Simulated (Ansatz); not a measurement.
Calculated with Ansatz (gas phase, PBE0-D4/def2-TZVP geometries, no zero-point term in ΔE). CCSD(T)/CBS is the MP2 limit (def2-TZVPP, def2-QZVPP) plus CCSD(T) − MP2 in def2-TZVPP, frozen cores. Functionals use def2-TZVPP. For Ge outer-core shells are correlated without core-valence functions, which leaves a few kJ/mol of doubt a bond. Scalar relativity is left out up to krypton. One conformer a species, not always the lowest.

`C[SiH](Cl)Cl` + `[CH3][GeH2][O]C=S` → `C[SiH](Cl)OC=S` + `[CH3][GeH2][Cl]`  (redistribution)

`C[SiH](Cl)Cl`:

Z-matrix (Å, degrees):
```
C
Si 1 1.847
H 1 1.093 2 110.1
H 1 1.093 2 110.1 3 120.0
H 1 1.092 2 110.4 3 -120.0
Cl 2 2.049 1 109.8 3 179.8
Cl 2 2.049 1 109.8 3 60.2
H 2 1.477 1 113.5 3 -60.0
```

`[CH3][GeH2][O]C=S`:

Z-matrix (Å, degrees):
```
C
Ge 1 1.932
H 1 1.091 2 110.2
H 1 1.090 2 110.0 3 120.3
H 1 1.090 2 109.6 3 -119.8
O 2 1.826 1 104.7 3 176.5
H 2 1.534 1 113.9 3 62.4
H 2 1.539 1 114.6 3 -68.1
C 6 1.315 2 123.2 1 130.9
S 9 1.615 6 124.6 2 179.4
H 9 1.098 6 114.6 2 -0.9
```

`C[SiH](Cl)OC=S`:

Cartesian coordinates in Å:
```
C -1.346 -0.574 1.221
Si 0.057 -0.677 0.037
Cl 1.831 -1.022 1.007
O 0.143 0.800 -0.732
C 1.159 1.351 -1.390
S 1.044 2.699 -2.257
H -1.471 -1.523 1.747
H -2.271 -0.347 0.685
H -1.168 0.212 1.957
H -0.084 -1.730 -0.992
H 2.104 0.810 -1.283
```

`[CH3][GeH2][Cl]`:

Cartesian coordinates in Å:
```
C 0.999 -0.327 0.172
Ge -0.750 0.423 -0.202
Cl -2.226 -1.060 0.350
H 1.143 -1.238 -0.410
H 1.081 -0.566 1.232
H 1.777 0.391 -0.092
H -0.968 0.709 -1.695
H -1.057 1.668 0.644
```

CCSD(T)/CBS gives -33.6 kJ/mol.

(1) Another level gave -31.9 kJ/mol. Which?
A. PBE0/def2-TZVPP
B. CCSD/def2-TZVPP
C. PBE/def2-TZVPP
D. HF/def2-TZVPP

Largest T1 diagnostic among the species: 0.015.

Results:

(1) A. PBE0 -31.9, PBE -27.2, CCSD/def2-TZVPP -36.4, HF/def2-TZVPP -43.5 kJ/mol.

In def2-TZVPP, CCSD(T) changes the Hartree–Fock value by +9.2 kJ/mol (the triples alone add +2.1 kJ/mol) and MP2 by +11.2 kJ/mol. From PBE to PBE0 (25 % exact exchange), in def2-TZVPP and without D4, ΔE moves by −4.7 kJ/mol.
